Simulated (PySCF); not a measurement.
A structure optimised at PBE0-D3(BJ)/def2-TZVPD, used in a PySCF frequency run:

```xyz
4

H      0.0000     0.0000    -2.3969
Be     0.0000     0.0000    -1.0514
Be     0.0000     0.0000     1.0514
H      0.0000     0.0000     2.3969
```

**Question.** Write its SMILES, formula and point group.

**Answer.** [BeH][BeH], Be2H2, D∞h

**Question.** What are its rotational constants (standard atomic weights)?

**Answer.** 16.041 GHz (linear rotor, B only)
